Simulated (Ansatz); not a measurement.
Mulliken charges of C$_{2}$H$_{2}$N$_{2}$Si (`N#C[SiH2]C#N`) from ωB97M-V/def2-TZVPP in Ansatz (PBE0-D4/def2-TZVP geometry).

```csv
atom,x (Å),y (Å),z (Å),charge (e)
N1,0.187,-2.496,1.006,-0.003
C2,0.264,-1.397,0.672,-0.204
Si3,0.422,0.363,0.163,0.351
C4,-0.971,0.723,-0.982,-0.204
N5,-1.835,0.973,-1.701,-0.003
H6,0.299,1.222,1.355,0.032
H7,1.695,0.543,-0.558,0.032
```

**Question.** By hand: the dipole of these point charges (1 e Å = 4.8032 D).

**Answer.** Σ q r = (0.361, 0.326, 0.148) e Å, of length 0.508 e Å = 2.44 D.

**Question.** How does the dipole of the full density compare? (An estimate is asked.)

**Answer.** Computed: (0.540, 0.487, 0.221) e Å, 3.65 D; the point charges give 0.67 times that, at 0° from its direction.

Point charges leave out the atoms' own dipoles, such as those of lone pairs, and Mulliken's split depends on the basis, so the two needn't agree.
